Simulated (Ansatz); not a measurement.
Cost and result for the atomization energy of C₃H₇AlO₂, SMILES `C[O][Al]1[CH2]C[O]1` (13 atoms, 13 bonds).

```xyz
13

C     0.2904   -0.1273   -2.9038
O    -0.1496   -0.4866   -1.6293
Al   -0.0750   -0.1017   -0.0118
C    -0.6929   -0.6084    1.7547
C     0.1789    0.6122    2.1283
O     0.7277    1.1202    0.8897
H    -0.5655    0.1121   -3.5426
H     0.8316   -0.9608   -3.3622
H     0.9557    0.7426   -2.8830
H    -1.7513   -0.4883    1.9853
H    -0.3429   -1.5519    2.1731
H     1.0018    0.3363    2.7948
H    -0.4088    1.4016    2.6067
```

Charge 0, multiplicity 1. Geometry: relaxed with PBE0-D4/def2-TZVP. It is one conformer, not always the lowest. Program: Ansatz. All runs use 4 threads of an Intel Xeon Platinum 8488C on a shared host. Times are those of one run each, without the atoms' runs, and a repeat can differ threefold. Electronic energies, without spin–orbit coupling; frozen cores. CCSD(T)/CBS adds CCSD(T) − MP2 in def2-TZVPP to the MP2 limit, and its time is that of the two runs behind it. T1 = 0.013. B3LYP takes the VWN-RPA correlation (the form of Gaussian; ORCA's B3LYP/G).

CCSD(T)/CBS is a level of theory with its own doubt, some kJ/mol a heavy atom from the limit and from the frozen cores, so smaller differences don't rank the functionals.

| level | functions | wall time |
| --- | --- | --- |
| B2PLYP/def2-TZVPP | 295 | 4.9 s |
| PBE0-D4/def2-TZVPP | 295 | 5.5 s |
| PBE-D4/def2-TZVPP (with forces) | 295 | 6 s |
| B3LYP-D4/def2-TZVPP (with forces) | 295 | 8 s |
| r2SCAN-D4/def2-TZVPP (with forces) | 295 | 8.5 s |
| ωB97M-V/def2-TZVPP (with forces) | 295 | 9 s |
| ωB97X-V/def2-TZVPP | 295 | 9.5 s |
| MP2/def2-QZVPP | 565 | 23 s |
| CCSD(T)/def2-TZVPP | 295 | 6.6 min |
| CCSD(T)/CBS(def2) | – | 6.9 min |

(1) What atomization energy does each give, and how far from CCSD(T)/CBS? (Best estimate.)

Answers

(1) The calculation gave: 
```
                             level  atomization (kJ/mol)  difference from CCSD(T)/CBS  per bond
                 B2PLYP/def2-TZVPP                5119.6                        -55.3      -4.3
                PBE0-D4/def2-TZVPP                5174.5                         -0.4       0.0
   PBE-D4/def2-TZVPP (with forces)                5278.6                        103.7       8.0
 B3LYP-D4/def2-TZVPP (with forces)                5156.3                        -18.6      -1.4
r2SCAN-D4/def2-TZVPP (with forces)                5192.3                         17.4       1.3
  ωB97M-V/def2-TZVPP (with forces)                5185.8                         10.9       0.8
                ωB97X-V/def2-TZVPP                5180.0                          5.1       0.4
                    MP2/def2-QZVPP                5237.8                         62.9       4.8
                CCSD(T)/def2-TZVPP                5042.6                       -132.3      -10.2
                 CCSD(T)/CBS(def2)                5174.9                          0.0       0.0
```

From PBE to PBE0 (25 % exact exchange), in def2-TZVPP and without D4, the atomization energy moves by −100.4 kJ/mol: exact exchange takes away binding that semilocal exchange gives to molecules. The D4 term adds +37.2 kJ/mol with B3LYP and +19.5 kJ/mol with PBE0; it sums over pairs of atoms, weighted by their polarisabilities, and B3LYP, whose exchange is more repulsive, gets the larger term. In def2-TZVPP, CCSD(T) changes the Hartree–Fock value by +1301.1 kJ/mol (the triples alone add +79.4 kJ/mol) and MP2 by +1417.6 kJ/mol; breaking electron pairs costs correlation energy, which Hartree–Fock lacks.
